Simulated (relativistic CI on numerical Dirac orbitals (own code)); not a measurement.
# Electric-dipole transitions in Dy42+

Calculated at this level of theory: Dirac-Coulomb-Breit CI, orbitals from a KLI potential per configuration, model QED (radiative potential, 1s self-energy scaled to tabulated hydrogen-like ionisation energies), unscaled Slater integrals (own radial code, finite nucleus).

CI space (outside the closed core [Ne]): 3s2.3p6.3d6, 3s2.3p5.3d7, 3s2.3p4.3d8, 3s.3p6.3d7, 3p6.3d8, 3s.3p5.3d8, 3s2.3p6.3d5.4s, 3s2.3p6.3d5.4p, 3s2.3p4.3d7.4s, 3s2.3p6.3d5.4d, 3s2.3p5.3d6.4s, 3s2.3p6.3d5.4f, 3s2.3p6.3d4.4s2, 3s.3p6.3d6.4s, 3p6.3d7.4s, 3p6.3d7.4p. Levels of other configurations are missing.

```tsv
λ vac (Å)	Lower	Upper	A (s⁻¹)	E lower (eV)	E upper (eV)
24.767	3s2.3p6.3d6 1I_6 [21]	3s2.3p5.3d7 3G°_5 [129]	1.80e+12	86.284	586.893
25.129	3s2.3p6.3d6 3G_5 [7]	3s2.3p5.3d7 3G°_5 [108]	8.92e+11	43.342	536.729
25.136	3s2.3p6.3d6 3H_6 [8]	3s2.3p5.3d7 3G°_5 [108]	2.83e+12	43.479	536.729
25.240	3s2.3p6.3d6 5D_3 [4]	3s2.3p5.3d7 3F°_4 [107]	7.24e+11	33.777	525.001
25.288	3s2.3p6.3d6 1G_4 [13]	3s2.3p5.3d7 3D°_3 [114]	1.92e+12	60.979	551.274
25.369	3s2.3p6.3d6 5D_4 [5]	3s2.3p5.3d7 3F°_4 [107]	9.85e+11	36.275	525.001
25.741	3s2.3p6.3d6 3G_5 [7]	3s2.3p5.3d7 3F°_4 [107]	1.18e+12	43.342	525.001
25.969	3s2.3p6.3d6 1I_6 [21]	3s2.3p5.3d7 1I°_6 [120]	1.17e+12	86.284	563.712
34.027	3s2.3p6.3d6 5D_4 [5]	3s2.3p5.3d7 3F°_3 [70]	1.13e+12	36.275	400.643
34.431	3s2.3p6.3d6 3G_5 [7]	3s2.3p5.3d7 3F°_4 [73]	1.23e+12	43.342	403.434
34.637	3s2.3p6.3d6 3F_4 [1]	3s2.3p5.3d7 5P°_3 [46]	1.29e+12	0.000	357.954
34.845	3s2.3p6.3d6 3H_6 [8]	3s2.3p5.3d7 3G°_5 [69]	9.30e+11	43.479	399.292
35.316	3s2.3p6.3d6 1I_6 [21]	3s2.3p5.3d7 1H°_5 [96]	9.52e+11	86.284	437.359
35.611	3s2.3p6.3d6 3F_4 [1]	3s2.3p5.3d7 3F°_4 [43]	9.75e+11	0.000	348.161
36.134	3s2.3p6.3d6 5D_3 [4]	3s2.3p5.3d7 5D°_3 [59]	5.83e+11	33.777	376.896
36.291	3s2.3p6.3d6 3P_2 [2]	3s2.3p5.3d7 3D°_3 [42]	3.43e+11	6.350	347.992
36.386	3s2.3p6.3d6 3H_6 [8]	3s2.3p5.3d7 3H°_6 [63]	7.50e+11	43.479	384.224
36.600	3s2.3p6.3d6 5D_4 [5]	3s2.3p5.3d7 3F°_4 [57]	5.26e+11	36.275	375.026
36.810	3s2.3p6.3d6 3P_2 [2]	3s2.3p5.3d7 3P°_2 [41]	6.55e+11	6.350	343.174
38.733	3s2.3p6.3d6 3F_4 [1]	3s2.3p5.3d7 3G°_5 [38]	2.11e+11	0.000	320.100
```

Terms are leading LS components. Brackets give the number of a level in order of energy, since labels repeat. The list gives strong lines, with weight on those to low levels, without lines whose two gauges differ by over a factor of 2.5, among the lowest 200 of 2618 levels, so that lines to higher ones, which can be the strongest, are missing. Levels whose partners in the same complex of configurations lie outside the list can be far off, and so can their lines. Rates are taken at the computed energies, electric ones in the length gauge.

At this charge energies of transitions that change n are usually good to better than 1 %, and those within a shell (Δn = 0) to a few per cent.

LS names give the leading component of a level, which can be under half, so a name can repeat, a term be missing and a line seem to break the LS rules.
